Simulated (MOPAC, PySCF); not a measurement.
Torsion H3–S1–Ge2–H4 in GeH2S (SMILES [SH][GeH]); at each angle all else is relaxed with GFN2-xTB, and the levels are single points there.
Geometry at 180° (charge 0, multiplicity 1):
```csv
atom,x (Å),y (Å),z (Å)
S,-1.0118,0.5933,0.4381
Ge,0.9990,0.4863,-0.4756
H,-1.5274,-0.4420,-0.2231
H,1.4582,1.7631,0.4122
```

On the grid 0° to 330°, 270° is the highest and 180° the lowest point at CCSD(T)/CBS(def2-TZVPP, def2-QZVPP).

Rows in 3-21G, 6-31G* carry no dispersion term and start afresh at each structure (6-31G* with six Cartesian d functions); the Pople sets are all-electron and without relativity. The state that PM3 reach isn't checked.

The values were computed with MOPAC for PM3 (differences of heats of formation); PySCF for 3-21G rows, 6-31G* rows. 

One of these levels gives 17.92 kcal/mol for the energy at 270° less that at 180°. Name it.
(A) PM3
(B) B3LYP/3-21G
(C) HF/6-31G*

B, B3LYP/3-21G. The others give 11.79 (PM3), 15.76 (HF/6-31G*)
